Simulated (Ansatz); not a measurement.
## The HOMO–LUMO gap down a group: Ti to Hf

One atom is swapped for its congeners: TiBr4 `[Br][Ti]([Br])([Br])[Br]`; ZrBr4 (zirconium tetrabromide) `[Br][Zr]([Br])([Br])[Br]`; HfBr4 (hafnium tetrabromide) `[Br][Hf]([Br])([Br])[Br]`. All are singlets with charge 0.

Shapes, held fixed at every level: PBE0-D4/def2-TZVP. Programs: Ansatz 0.2.0. Values in eV.

Question: How should the HOMO–LUMO gap change along the series?

Answer: At wB97M-V/def2-TZVPP the HOMO–LUMO gap rises at every step, from 9.17 to 10.68 eV. Every level shows the same order. For atoms past krypton def2 sets carry core potentials with scalar relativity. Relativity is left out for Br unless named. Orbital gaps aren't excitation energies, and the LUMO depends on the basis.

```json
{"level": "SPW92/def2-TZVPP", "TiBr4": "3.02", "ZrBr4": "4.07", "HfBr4": "4.48"}
{"level": "B3LYP-D4/def2-TZVPP", "TiBr4": "4.60", "ZrBr4": "5.62", "HfBr4": "6.09"}
{"level": "BHLYP-D4/def2-TZVPP", "TiBr4": "7.11", "ZrBr4": "8.05", "HfBr4": "8.55"}
{"level": "r2SCAN0-D4/def2-TZVPP", "TiBr4": "5.29", "ZrBr4": "6.36", "HfBr4": "6.86"}
{"level": "wB97X-V/def2-TZVPP", "TiBr4": "9.27", "ZrBr4": "10.36", "HfBr4": "10.89"}
{"level": "wB97M-V/def2-TZVPP", "TiBr4": "9.17", "ZrBr4": "10.17", "HfBr4": "10.68"}
```
